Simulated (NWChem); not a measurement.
System: C2H4BCl; SMILES ClBC=C

Here is an NWChem input.

```
start job
memory heap 200 mb stack 900 mb global 1100 mb
geometry units angstroms noautosym nocenter noautoz
  B     -0.543778     0.049727    -0.001467
  H     -1.740758    -0.104118    -0.001941
  Cl     0.051571     1.700085    -0.000200
  C      0.426557    -1.144778    -0.001679
  C     -0.050359    -2.402070     0.001358
  H      1.512284    -0.990957    -0.003599
  H      0.601478    -3.282893     0.002137
  H     -1.128789    -2.595982     0.003339
end
basis spherical
  B library pcsseg-1
  H library pcsseg-1
  Cl library pcsseg-1
  C library pcsseg-1
end
dft
  xc bhlyp
  iterations 150
end
property
  shielding
end
task dft property
```

Coordinates come from a PBE0/def2-SVP optimisation.

GIAO values for the isolated, static molecule; σ is the absolute isotropic shielding, δ = σ(reference) − σ with the isolated reference molecule computed at the same levels (11B: boron trifluoride, 13C: tetramethylsilane, 1H: tetramethylsilane).

Atoms are numbered as in the input.

Task: What results follow from this input? (BHandHLYP/pcSseg-1, GIAO.) Quantities: δ B1 (ppm); σ Cl3 (ppm); δ C4 (ppm); δ C5 (ppm); δ H6 (ppm); δ H7 (ppm); δ H8 (ppm).

Result: 
| Quantity | Result |
|---|---|
| δ B1 (ppm) | 53.3 |
| σ Cl3 (ppm) | 710.9 |
| δ C4 (ppm) | 150.9 |
| δ C5 (ppm) | 163.6 |
| δ H6 (ppm) | 6.63 |
| δ H7 (ppm) | 6.95 |
| δ H8 (ppm) | 6.70 |
